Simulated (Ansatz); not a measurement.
Cost and result for the atomization energy of `F[SiH2]C[TeH]` (9 atoms, 8 bonds).

Cartesian coordinates in Å:
```
F 1.474 -0.562 1.150
Si 1.021 0.391 -0.056
C -0.634 -0.161 -0.684
Te -2.120 -0.179 0.872
H 0.947 1.780 0.452
H 2.062 0.266 -1.109
H -0.608 -1.139 -1.165
H -1.003 0.568 -1.411
H -1.139 -0.963 1.952
```

The species carries charge 0 and has multiplicity 1. Correlated methods include outer-core shells of Te, which these sets cover unevenly. Te: def2 effective core potential. Geometry: relaxed with PBE0-D4/def2-TZVP. It is one conformer, not always the lowest. Program: Ansatz. All runs use 4 threads of an Arm Neoverse V2 on a shared host. Times are those of one run each, without the atoms' runs, and a repeat can differ threefold. Electronic energies, without spin–orbit coupling; frozen cores. CCSD(T)/CBS adds CCSD(T) − MP2 in def2-TZVPP to the MP2 limit, and its time is that of the two runs behind it. T1 = 0.011. With those shells the extrapolation isn't a true limit. B3LYP takes the VWN-RPA correlation (the form of Gaussian; ORCA's B3LYP/G).

CCSD(T)/CBS is a level of theory with its own doubt, some kJ/mol a heavy atom from the limit and from the frozen cores, so smaller differences don't rank the functionals.

```tsv
level	functions	wall time
PBE-D4/def2-TZVPP (with forces)	224	1.9 s
PBE0-D4/def2-TZVPP	224	2.3 s
B3LYP-D4/def2-TZVPP (with forces)	224	3.5 s
r2SCAN-D4/def2-TZVPP (with forces)	224	3.8 s
B2PLYP/def2-TZVPP	224	4.5 s
ωB97X-V/def2-TZVPP	224	6.5 s
ωB97M-V/def2-TZVPP (with forces)	224	9.5 s
MP2/def2-QZVPP	416	15 s
CCSD(T)/def2-TZVPP	224	2 min
CCSD(T)/CBS(def2)	–	2.3 min
```

Q: What atomization energy does each give, and how far from CCSD(T)/CBS? (Estimate.)

A: The calculation gave: 
```json
{"level": "PBE-D4/def2-TZVPP (with forces)", "atomization (kcal/mol)": "712.6", "difference from CCSD(T)/CBS": "-1.5", "per bond": "-0.2"}
{"level": "PBE0-D4/def2-TZVPP", "atomization (kcal/mol)": "702.5", "difference from CCSD(T)/CBS": "-11.6", "per bond": "-1.4"}
{"level": "B3LYP-D4/def2-TZVPP (with forces)", "atomization (kcal/mol)": "706.2", "difference from CCSD(T)/CBS": "-7.9", "per bond": "-1.0"}
{"level": "r2SCAN-D4/def2-TZVPP (with forces)", "atomization (kcal/mol)": "707.1", "difference from CCSD(T)/CBS": "-7.0", "per bond": "-0.9"}
{"level": "B2PLYP/def2-TZVPP", "atomization (kcal/mol)": "698.6", "difference from CCSD(T)/CBS": "-15.5", "per bond": "-1.9"}
{"level": "ωB97X-V/def2-TZVPP", "atomization (kcal/mol)": "710.9", "difference from CCSD(T)/CBS": "-3.2", "per bond": "-0.4"}
{"level": "ωB97M-V/def2-TZVPP (with forces)", "atomization (kcal/mol)": "706.9", "difference from CCSD(T)/CBS": "-7.2", "per bond": "-0.9"}
{"level": "MP2/def2-QZVPP", "atomization (kcal/mol)": "712.8", "difference from CCSD(T)/CBS": "-1.3", "per bond": "-0.2"}
{"level": "CCSD(T)/def2-TZVPP", "atomization (kcal/mol)": "692.2", "difference from CCSD(T)/CBS": "-21.9", "per bond": "-2.7"}
{"level": "CCSD(T)/CBS(def2)", "atomization (kcal/mol)": "714.1", "difference from CCSD(T)/CBS": "0.0", "per bond": "0.0"}
```

From PBE to PBE0 (25 % exact exchange), in def2-TZVPP and without D4, the atomization energy moves by −9.3 kcal/mol: exact exchange takes away binding that semilocal exchange gives to molecules. In def2-TZVPP, CCSD(T) changes the Hartree–Fock value by +173.5 kcal/mol (the triples alone add +10.1 kcal/mol) and MP2 by +180.9 kcal/mol; breaking electron pairs costs correlation energy, which Hartree–Fock lacks. The D4 term adds +8.3 kcal/mol with B3LYP and +4.3 kcal/mol with PBE0; it sums over pairs of atoms, weighted by their polarisabilities, and B3LYP, whose exchange is more repulsive, gets the larger term.

Spin–orbit coupling would lower the free Te atoms strongly, and the atomization energy with them, by more than many differences here.
